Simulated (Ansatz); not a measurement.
Input for Ansatz (a program for electronic structure): R-HF/def2-TZVPP on C2H8OSi (SMILES OCC[SiH3]), atoms moved off the minimum.

Ansatz 0.2 input:
```yaml
crystal:
  periodic: [false, false, false]
  atoms:
    - {symbol: O, position_ang: [2.33406567, -0.85573182, 0.27362178]}
    - {symbol: C, position_ang: [0.80648800, -0.41509774, 0.62041937]}
    - {symbol: C, position_ang: [0.27912596, 0.37610213, -0.39237946]}
    - {symbol: Si, position_ang: [-1.77598273, 0.57243377, 0.00413723]}
    - {symbol: H, position_ang: [2.57035890, -0.03073401, 0.26186148]}
    - {symbol: H, position_ang: [0.41938371, -1.61284052, 0.61632932]}
    - {symbol: H, position_ang: [0.69399963, -0.12643944, 1.58539794]}
    - {symbol: H, position_ang: [0.24178591, -0.15042446, -1.55330030]}
    - {symbol: H, position_ang: [0.76986606, 1.23518208, -0.33512877]}
    - {symbol: H, position_ang: [-1.75412701, 1.30731212, 1.32649902]}
    - {symbol: H, position_ang: [-2.24392981, 1.51284896, -1.23078520]}
    - {symbol: H, position_ang: [-2.38480742, -0.72723782, -0.18490037]}
basis:
  gaussian:
    orbitals: def2-TZVPP
hamiltonian:
  xc: {name: HF}
scf: {lower_state_search: off}
output: {forces: true}
```

**Question.** Give the final energy of this run.

**Answer.** -444.1266 hartree.

**Question.** How many basis functions does it have, and what does it roughly cost on one machine?

**Answer.** 247 functions; around 11 core-seconds (rough).
